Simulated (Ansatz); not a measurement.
Z-matrix (Å, degrees):
```
C
S 1 1.818
H 1 1.090 2 111.0
H 1 1.089 2 106.9 3 118.6
H 1 1.089 2 110.9 3 -122.4
Si 2 2.125 1 98.7 3 54.1
O 6 1.632 2 114.4 1 69.5
O 6 1.638 2 106.6 1 -170.6
H 6 1.480 2 109.5 1 -46.7
H 7 0.959 6 117.2 2 60.4
H 8 0.958 6 117.6 2 41.1
```

The species carries charge 0 and has multiplicity 1.

(1) List the PBE0/def2-TZVPP orbital energies in eV (the Gaussian-basis code of Ansatz). (Estimate.)

Answers

(1) The calculation gave: Occupied: -2422.10, -1803.67, -522.87, -522.81, -279.06, -217.45, -161.29, -161.19, -161.10, -145.80, -100.49, -100.48, -100.44, -28.61, -28.05, -21.82, -18.02, -16.12, -14.68, -12.88, -12.25, -11.79, -11.38, -10.66, -10.05, -9.93, -9.52, -8.27, -7.06. Lowest empty: 0.19, 0.83, 1.29, 1.96, 2.10, 2.29, 2.94, 3.22.
